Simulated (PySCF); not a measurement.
## Br⁺: ionisation energy

Br⁺ [Ar] 3d10 4s2 4p4 (3P) → Br²⁺ [Ar] 3d10 4s2 4p3 (4S), as a difference of total energies. Computed with PySCF 2.14 in x2c-QZVPPall, with the spin-free X2C one-electron Hamiltonian (Gaussian nucleus). Correlated levels: valence: [Ar] 3d10 frozen; valence and next inner shell: [Ne] frozen. The calculations carry no spin-orbit coupling.

```
                                method  ionisation energy (eV)  error (eV)
                                   UHF                  20.239      -1.170
                                   LDA                  21.663      +0.254
                                   PBE                  21.375      -0.034
                                  PBE0                  21.384      -0.025
                                r2SCAN                  21.455      +0.046
                                B2PLYP                  21.345      -0.064
                                M06-2X                  21.201      -0.208
                                revPBE                  21.301      -0.108
                               r2SCAN0                  21.439      +0.030
                                  ROHF                  20.124      -1.285
                         MP2 (valence)                  21.049      -0.360
                     SCS-MP2 (valence)                  21.141      -0.268
    MP2 (valence and next inner shell)                  21.157      -0.252
SCS-MP2 (valence and next inner shell)                  21.213      -0.196
```

Reference: 21.409 eV (measured; NIST levels, between the centres of gravity of the two terms).

Errors of the correlated levels include the incompleteness of this basis and the frozen core.
